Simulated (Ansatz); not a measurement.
```
atom    x (Å)    y (Å)    z (Å)
   H  -0.0046  -0.0658  -1.5099
   C  -0.0280  -0.1393  -0.4778
   C   0.0226   0.0452   0.8875
```

Basis set: cc-pVDZ (spherical functions). Left uncorrelated: 2 orbitals. Charge 0, multiplicity 2.

Computed with Ansatz (development build ahead of 0.2.0); each method stands on the lowest determinant of its kind that the runs found.

The atomization energy at this shape (free ground-state atoms in the same class of orbitals less the molecule, no zero-point energy) of doublet C₂H:

| method | atomization energy |
| --- | --- |
| UHF | 686.8 kJ/mol |

(1) What does UHF-MP2 give?

Answers

(1) 919.5 kJ/mol. Caution: the unrestricted determinant is spin contaminated. Caution for UHF-MP2: bonds are stretched, where a single reference can fail.
